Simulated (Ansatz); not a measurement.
Results of the Gaussian-basis code of Ansatz.

A structure relaxed at PBE0-D4/def2-TZVP, charge 0, multiplicity 1:

| atom | x (Å) | y (Å) | z (Å) |
| --- | --- | --- | --- |
| O1 | -1.3038 | -0.4772 | 0.3872 |
| Ge2 | 0.2046 | 0.2465 | -0.0932 |
| F3 | 1.1156 | 0.6572 | 1.3013 |
| Cl4 | 1.4096 | -1.0821 | -1.2153 |
| Cl5 | -0.2295 | 2.0115 | -1.1441 |
| H6 | -1.1965 | -1.3560 | 0.7640 |

(1) Give its formula and SMILES.

(2) Summarise the bond lengths by kind.

## Answers

(1) Cl2FGeHO, `[OH][Ge]([F])([Cl])[Cl]`.

(2) 1 × Ge–O 1.741 Å; 1 × H–O 0.962 Å; 1 × F–Ge 1.716 Å; 2 × Cl–Ge 2.100 to 2.116 Å.
